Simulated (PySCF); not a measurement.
InF3, SMILES [F][In]([F])[F]. Atoms are numbered in the order given.

```xyz
4

In     0.0000     0.0000     0.0000
F     -1.9581     0.0000     0.0000
F      0.9790     1.6958     0.0000
F      0.9790    -1.6958     0.0000
```
Charge 0, spin multiplicity 1.

Geometry optimised at PBE-D3(BJ)/def2-SVP. The isomer is the one that the SMILES or the coordinates give; other isomers of the formula were not compared. The def2 effective core potentials stand for the cores of In; spin–orbit coupling is left out.

Calculation: TDA-B3LYP/def2-SVPD in PySCF.

Vertical excitations; the highest root listed may be one member of a degenerate set. Isolated molecule, no solvent. State labels are in the subgroup C2v.

Computed excitation energies, oscillator strengths and character:
```tsv
state	symmetry	energy (eV)	λ (nm)	f	main pairs
S1	B1	5.46	227	0.000	HOMO−2→LUMO 99 %
S2	B2	5.49	226	0.000	HOMO−3→LUMO (degenerate set)
S3	A2	5.49	226	0.000	HOMO−4→LUMO (degenerate set)
S4	B1	5.56	223	0.042	HOMO→LUMO (degenerate set)
S5	A1	5.56	223	0.042	HOMO−1→LUMO (degenerate set)
S6	B2	6.02	206	0.046	HOMO−5→LUMO 99 %
S7	A1	7.14	174	0.080	HOMO−7→LUMO, HOMO−3→LUMO+1 (degenerate set)
S8	B1	7.14	174	0.080	HOMO−6→LUMO, HOMO−4→LUMO+1 (degenerate set)
S9	A2	7.67	162	0.000	HOMO→LUMO+1 (degenerate set)
S10	B2	7.67	162	0.000	HOMO−1→LUMO+1 (degenerate set)
T1	A1	4.91	253	0	HOMO−1→LUMO (degenerate set)
T2	B1	4.91	253	0	HOMO→LUMO (degenerate set)
T3	B1	5.09	244	0	HOMO−2→LUMO 98 %
T4	B2	5.12	242	0	HOMO−3→LUMO 98 %
```
Triplets are in the Tamm–Dancoff approximation.
